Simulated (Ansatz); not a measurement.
Input file for Ansatz (an electronic-structure program): U-CCSD(T)/def2-SVPD on HIMg (SMILES [MgH][I]), a point of a bond scan (R = 4.543 Å). Elements past Kr take the def2 small-core potentials; no spin–orbit coupling. The run froze 14 orbitals, filled d shells among them.

Ansatz 0.2 input:
```yaml
crystal:
  periodic: [false, false, false]
  atoms:
    - {symbol: Mg, position_ang: [-0.00000000, -0.00000000, -2.02827611]}
    - {symbol: H, position_ang: [0.00000000, 0.00000000, -6.57083727]}
    - {symbol: I, position_ang: [0.00000000, 0.00000000, 0.52924565]}
basis:
  gaussian:
    orbitals: def2-SVPD
correlation: {method: ccsd_t, electrons: outside_noble_gas}
scf: {omitted_lower_state_checks: [cluster_reference]}
magnetization: {spin_polarized: true, initial_magnetization: 0}
```

It printed:

```
WARN ansatz: RAYON_NUM_THREADS=1 ignored (pool sized by the plan → 1); use --threads N
Functional definition: HF
these checks for a lower state are left out or cut short: cluster_reference
integrals: 0.06 GiB planned
676 factors; integrals over basis functions are off by at most 3.4e-4 eV
mean field: 0.21 GiB planned
mean field evaluation 1: about -13511.9852 eV, gradient 9.9e0 eV
mean field evaluation 2: about -13512.0172 eV, gradient 1.0e1 eV
mean field evaluation 4: about -13514.2704 eV, gradient 2.7e0 eV
mean field evaluation 8: about -13514.4630 eV, gradient 2.3e-1 eV
mean field evaluation 16: about -13514.9589 eV, gradient 3.1e0 eV
mean field evaluation 32: about -13517.2426 eV, gradient 2.2e0 eV
mean field evaluation 64: about -13512.2651 eV, gradient 8.9e0 eV
mean field -13517.42237750 eV, -496.7561099350 hartree, gradient 7.2e-6 eV, S^2 0.995428; 5 other end points of the search recorded, 0 dependent functions left out
14 core orbitals not correlated
reference -13517.42237750 eV, -496.7561099350 hartree; 5, 5 occupied and 45, 45 virtual orbitals, 676 factors
second order -3.09323170 eV of doubles, -0.00000000 eV of singles
coupled cluster: 0.16 GiB planned
cycle   1  -3.32809592 eV  change   -2.3e-1 eV  update   4.7e-2
cycle   2  -3.40525295 eV  change   -7.7e-2 eV  update   1.8e-2
cycle   3  -3.41972480 eV  change   -1.4e-2 eV  update   8.9e-3
cycle   4  -3.41868186 eV  change    1.0e-3 eV  update   3.5e-3
cycle   5  -3.41854536 eV  change    1.4e-4 eV  update   1.6e-3
cycle   6  -3.41886968 eV  change   -3.2e-4 eV  update   1.0e-3
cycle   7  -3.41906099 eV  change   -1.9e-4 eV  update   8.7e-4
cycle   8  -3.41914239 eV  change   -8.1e-5 eV  update   8.0e-4
cycle   9  -3.41921996 eV  change   -7.8e-5 eV  update   7.6e-4
cycle  10  -3.41940458 eV  change   -1.8e-4 eV  update   7.1e-4
cycle  11  -3.41973458 eV  change   -3.3e-4 eV  update   6.5e-4
cycle  12  -3.42020408 eV  change   -4.7e-4 eV  update   5.4e-4
cycle  13  -3.42056193 eV  change   -3.6e-4 eV  update   3.5e-4
cycle  14  -3.42061012 eV  change   -4.8e-5 eV  update   1.5e-4
cycle  15  -3.42061693 eV  change   -6.8e-6 eV  update   6.2e-5
cycle  16  -3.42061849 eV  change   -1.6e-6 eV  update   3.4e-5
cycle  17  -3.42061743 eV  change    1.1e-6 eV  update   1.9e-5
cycle  18  -3.42061474 eV  change    2.7e-6 eV  update   1.0e-5
coupled cluster: 0.16 GiB planned
perturbative correction -0.09326836 eV, -0.0034275492 hartree
Total energy: -13520.93626060 eV, -496.8852427572 hartree
Checks for a lower state left out: cluster_reference
```

Self-consistency was reached. Its determinant has ⟨S²⟩ = 1.00, a mixture of spin states.

Cost: about 8 core-seconds (a rough figure).
